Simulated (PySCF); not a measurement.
Atom-mapped SMILES (the numbers label the heavy atoms): `[CH3:1][PH:2][c:3]1[cH:4][cH:5][c:6]([F:7])[cH:8][cH:9]1`. Each H is labelled by its parent atom.

PySCF calculation with shieldings: GIAO PBE0/pcSseg-1 and geometry from GFN2-xTB; gas phase, averaged over atoms made equivalent by symmetry, fast rotation or ring inversion, relativity neglected, one conformer.

References, each an isolated molecule treated in the same way: 13C (σ = 186.93 ppm) against TMS.

Do the 13C shifts follow the atomic charges (in e)? Tabulate both.

Answers


```csv
atoms,hybridisation,δ (ppm),σ para (ppm),Hirshfeld,IAO,Mulliken,ESP-fitted
C6,sp2,172.6,-241,+0.09,+0.29,+0.32,+0.44
C3,sp2,142.9,-222,-0.06,-0.20,-0.46,+0.12
C4/C9,sp2,138.9,-206,-0.05,-0.14,-0.01,-0.11
C5/C8,sp2,121.5,-191,-0.06,-0.19,-0.13,-0.38
C1,sp3,13.3,-79,-0.16,-0.60,-0.50,-0.13
```

Correlation coefficients of δ with charge over these carbons: Hirshfeld +0.88, IAO +0.90, Mulliken +0.69, ESP-fitted +0.49; with the paramagnetic shielding -1.00. Among the 4 sp2 carbons alone: Hirshfeld +0.93, IAO +0.90, Mulliken +0.62, ESP-fitted +0.97. With so few points, grouped by hybridisation, these coefficients are fragile. Charge is one influence among several: hybridisation and low-lying excitations act through the paramagnetic term.

Shifts are as computed. Against solution values, carbons near 30 ppm lie about +3 ppm off and those near 130 ppm about +5 ppm. Of 1211 compounds with measured shifts, 218 miss one by over three times the rms of a fit or turn the order of signals round; such compounds aren't used in these exercises.
